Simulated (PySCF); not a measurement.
Gas-phase reaction: GaH + N2 + GaH3 → 2 GaNH2

Computed with PySCF and rigid-rotor harmonic-oscillator thermochemistry at 1 bar. † marks an energy on the PBE0/def2-TZVP geometry and frequencies; other levels use their own. MP2 freezes the core. 6-31G* has spherical d functions here. All species are closed-shell singlets. Ga: all electrons, no relativistic terms. GaH, GaH3, GaNH2: computed as isolated molecules; such fragments, hydroxides, amides, oligomers or adducts are transient or little studied in the gas. MP2 isn't extrapolated to the basis-set limit.

HF/6-31G* gives ΔH°(298 K) = -45 kJ.

What do r2SCAN/def2-TZVP†, LDA/def2-TZVP†, MP2/def2-SVP† give?

r2SCAN/def2-TZVP†: -178 kJ; LDA/def2-TZVP†: -252 kJ; MP2/def2-SVP†: -107 kJ. For scale, ΔH°(298 K) is -45 kJ at this level, -160 kJ at ωB97M-V/def2-TZVP†, and runs from -393 to -45 kJ over the 20 levels computed († marks an energy on the PBE0/def2-TZVP geometry).
